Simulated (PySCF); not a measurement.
## Diatomic cations of Rb with the chalcogens

PBE0 with double-zeta basis sets in PySCF, for the lowest determinant that a PBE0 search found; no spin–orbit coupling. De refers to high-spin ground-configuration atoms (the charge goes to the atom of lower measured ionisation energy or higher electron affinity, which is not always the lowest computed limit). A positive dipole points towards Rb; it is taken about the centre of mass and depends on that origin.

| M | basis | charged atom | state (unpaired electrons) | Re (Å) | ωe (cm⁻¹) | De (eV) | μ (D) |
| --- | --- | --- | --- | --- | --- | --- | --- |
| S | def2-SVPD | Rb+ | triplet (π ↑↑) | 3.546 | 90.7 | 0.29 | 3.30 |
| Se | def2-SVP | Rb+ | triplet (π ↑↑) | 3.634 | 71.7 | 0.36 | 6.99 |
| Te | def2-SVP | Rb+ | triplet (π ↑↑) | 3.826 | 62.2 | 0.37 | 9.20 |

The shortest bond is that of RbS⁺ (3.546 Å), the longest that of RbTe⁺ (3.826 Å).

The rows differ in basis set, which adds steps of its own.

Down a group the atoms grow and get heavier, so bonds lengthen and wavenumbers fall; this series shows no clear exception.

Weak bonds: RbSe⁺, RbS⁺, RbTe⁺. Basis-set superposition, not corrected here, can be much of De in a small basis, most of all at correlated wavefunction levels. Spin–orbit coupling is left out, which matters for elements this heavy, above all for dissociation energies. For an ion De counts to the pair picked by the measured ionisation energies or electron affinities, which need not be the lowest pair at this level. States were picked by a PBE0 search and need not be the measured ground states.
